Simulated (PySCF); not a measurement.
Molecule: SMILES Clc1cccc([Si](Cl)(Cl)Cl)c1 (C6H4Cl4Si). Atoms near the plane z = 1.2 Å, at the GFN2-xTB optimised geometry (x, y, z in Å): Cl1 (-2.3, -2.4, 0.0), C2 (-1.5, -0.9, 0.0), C3 (-2.2, 0.3, 0.0), C4 (-1.5, 1.5, 0.0), C5 (-0.1, 1.5, 0.0), C6 (0.6, 0.3, 0.0), Si7 (2.5, 0.3, 0.0), Cl9 (3.2, 1.9, 1.0), Cl10 (3.2, -1.4, 0.8), C11 (-0.1, -0.9, 0.0), H12 (-3.2, 0.3, 0.0), H13 (-2.0, 2.4, 0.0), H14 (0.4, 2.4, 0.0), H15 (0.5, -1.9, 0.0).

Level of theory: PBE0/def2-TZVP run with PySCF 2.14.0. Cells within 0.4 Å of a nucleus heavier than hydrogen are left out (blank, or x). The values are rescaled to run from 0 to 1.

```
|4444444444444444444444444444444|
|4444444444444444444444444444444|
|4444444444444444444444444444444|
|4444444444444444444444444444444|
|4444444444444444444444444444444|
|4444444444444444444444444444444|
|4444444444444555444444444444444|
|4444444444555555554444444444444|
|4444444445555666655444334554444|
|444444444556677766554333x555444|
|44444444456678887655433xx555444|
|4444444445567899876544334554444|
|4444444444456788876554434444444|
|4444443333345677776554444444444|
|4444443322223456666554444444444|
|4444443321112234555554444444444|
|4444443321000122344444444444444|
|4444444321000011234444444444444|
|4444444443100001233444444444444|
|4444455554321112233444444444444|
|4444456677643322334444444444444|
|4444556899764433344444444444444|
|4444556899865444444444444444444|
|4444556789865444444444444444444|
|4444455677665444444444444444444|
|4444455566555444444444444444444|
|4444445555554444444444444444444|
|4444444444444444444444444444444|
|4444444444444444444444444444444|
|4444444444444444444444444444444|
|4444444444444444444444444444444|
```
Scale: ten equal steps from 0.000 (start of '0') to 1.00 (end of '9'), in the order '0123456789'; x runs from -5.50 to 5.50, y from -5.50 (bottom) to 5.50 (top).

Which quantity is mapped?
(A) an orbital amplitude
(B) log10 of the electron density
(C) deformation density (molecule minus spherical neutral atoms)
(D) Laplacian of the electron density

A, an orbital amplitude. In full: HOMO amplitude (bohr^(-3/2)).
